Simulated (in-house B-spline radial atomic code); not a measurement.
## KLI/ALDAx excitations of the tin ion Sn⁴⁺

Method: KLI/ALDAx. Computed with an all-electron radial atomic-structure program (B-spline basis): linear response of the closed shell [Kr] 4d10 with the adiabatic LDA exchange kernel on the exchange-only KLI potential; scalar-relativistic (spin-free one-electron X2C), finite nucleus, no spin-orbit coupling, no double excitations, S, P, D and F terms only; shells from n = 2 respond. Only terms of natural parity with L up to 3 were computed.

Command:
```bash
python run_td.py task.json out
```
Settings (radii: box in bohr, nucleus in fm):
```
Z                        50
electrons                46
configuration            [Kr] 4d10
hamiltonian              x2c
method                   kli
box_radius               19.1
rms_radius               4.6519
intervals                104
```

Run time, properties included: 6.1 s on 1 thread of Arm Neoverse N1 (shared host).

The lowest states, in the order of their Tamm-Dancoff energies; the method's threshold (minus the highest occupied level) is 77.24 eV. Labels give the largest channel, * marks a mixed state, and oscillator strengths are full-response dipole values. Semilocal kernels can invert the small singlet-triplet splittings of Rydberg terms. Energies in eV:

```tsv
state	full response	Tamm-Dancoff	oscillator strength
4d → 5s 3D	22.167	22.187	-
4d → 5s 1D	23.047	23.065	-
4d → 5p 3P	?	?	-
4d → 5p 3F	32.67	32.68	-
4d → 5p 1F	33.19	33.19	-
4d → 5p 1P	34.11	34.19	0.9
4d → 5d 3S	46.18	46.21	-
4d → 5d 3D	47.05	47.06	-
4d → 5d 1D	47.49	47.51	-
4d → 6s 3D	?	?	-
4d → 6s 1D	50.24	50.24	-
4d → 5d 1S	50.21	50.58	-
4d → 4f 3P	50.98	51.01	-
4d → 4f 3F	51.68	51.69	-
4d → 4f 1F	52.56	52.58	-
4d → 6p 3P	53.87	53.88	-
```

(1) Where does 4d → 6s 3D lie?

(2) Where does 4d → 5p 3P lie?

(3) How large is the singlet-triplet splitting of 4d → 5s (D terms) in Tamm-Dancoff?

(4) What polarisabilities and dispersion coefficient does the method give?

Results:

(1) At 50.04 eV in full response, 50.05 eV in Tamm-Dancoff.

(2) At 32.34 eV in full response, 32.37 eV in Tamm-Dancoff.

(3) 0.878 eV, from the unrounded values.

(4) Dipole 2.304 bohr³, quadrupole 4.763 bohr⁵, C6 8.865 hartree·bohr⁶ for two such species.
